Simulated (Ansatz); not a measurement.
Species: C₂H₆BO, net charge 0, doublet state. It need not be the lowest isomer of its formula. 
Coordinates optimised at B3LYP-D3(BJ)/def2-TZVP (Ansatz, a first-principles code):
```xyz
10

C      1.4208    -0.5159    -0.2020
B     -0.0096     0.1641     0.0415
C     -1.3497    -0.7018    -0.1057
O     -0.0828     1.4193     0.3587
H      2.2479     0.1781    -0.0714
H      1.5324    -1.3494     0.4952
H      1.4442    -0.9221    -1.2158
H     -1.3007    -1.5395     0.5937
H     -1.3888    -1.1122    -1.1173
H     -2.2511    -0.1238     0.0851
```
Charge 0, spin multiplicity 2.

Total electronic energies in hartree. Correlated levels leave the core frozen unless marked. UHF or UKS for open shells. No spin-orbit coupling. Non-relativistic. CBS marks a two-point X^-3 extrapolation of the correlation energy; Hartree-Fock from the larger set. [CCSD(T)-MP2]/basis is that difference in the basis named.

| level | program | energy (Eh) |
|---|---|---|
| HF/6-31G | Ansatz | -178.73796 |
| HF/6-31G* | Ansatz | -178.80278 |
| HF/cc-pVTZ | Ansatz | -178.87078 |
| HF/aug-cc-pVQZ | Ansatz | -178.88338 |
| revPBE-D3(BJ)/def2-TZVPD | Ansatz + dftd3 | -179.93600 |
| B3LYP-D4/def2-TZVPD | Ansatz + dftd4 | -179.99598 |
| CAM-B3LYP-D4/def2-TZVPD | Ansatz + dftd4 | -179.88887 |
| B2PLYP-D4/def2-TZVPD | Ansatz + dftd4 | -179.81746 |
| MP2/STO-3G | Ansatz | -176.73986 |
| MP2/cc-pVDZ | Ansatz | -179.33213 |
| SCS-MP2/cc-pVTZ | Ansatz | -179.51766 |
| CCSD/aug-cc-pVTZ | Ansatz | -179.57495 |
| CCSD(T)/aug-cc-pVDZ | Ansatz | -179.43903 |
| RI-MP2/CBS(cc-pVTZ,cc-pVQZ)+[CCSD(T)-MP2]/cc-pVQZ | Ansatz | -179.6760 |
| CCSD(T)/CBS(aug-cc-pVTZ,aug-cc-pVQZ) | Ansatz | -179.6727 |

Totals of different functionals don't rank their quality; only differences between species are comparable.
